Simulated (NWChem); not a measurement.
Species: CH₃BeFO; SMILES C[O][Be][F]

```xyz
7

Be    -0.0021    -0.8243     0.0010
F      0.0021    -2.2243    -0.0005
O     -0.0076     0.5685     0.0011
C      0.0045     1.9502    -0.0008
H     -0.6951     2.3625     0.7617
H      1.0201     2.3478     0.2258
H     -0.3018     2.3564    -0.9916
```
Atoms are numbered in this order, from 1.

All runs: NWChem. Coordinates come from a PBE-D3(BJ)/def2-SVP optimisation. Level r2SCAN/def2-SVP: energy and gradient on several grids; changes count from the extra-fine grid, which is no exact limit either.

```tsv
grid	size of the energy change (μHa)	largest change of a gradient component (μHa/bohr)	time, medium = 1 (rough)
xcoarse	10000	6000	about 1
coarse	200	400	about 1
medium	200	40	about 1
fine	< 10	100	about 1
xfine	< 10	< 30	3
```
